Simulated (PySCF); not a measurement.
Method: PySCF with B3LYP-D3(BJ)/def2-TZVP // TPSS-D3(BJ)/def2-SVP. All species are isolated molecules in the gas phase. B3LYP has the VWN-RPA correlation part, as in Gaussian. 

Reference species: [Zr(Cl)4] (neutral, multiplicity 1).

```json
{
 "LUMO": "-3.00 eV",
 "HOMO": "-9.43 eV",
 "coordination_number": "4"
}
```

Changed species: [W(=O)(Cl)4] (M = W, oxo; the reference has M = Zr).

Q: What does the change do to the LUMO, HOMO and coordination number?

A: the LUMO decreases by 2.28 eV, to -5.28 eV; the HOMO increases by 0.68 eV, to -8.75 eV; the coordination number goes up by 1, to 5.
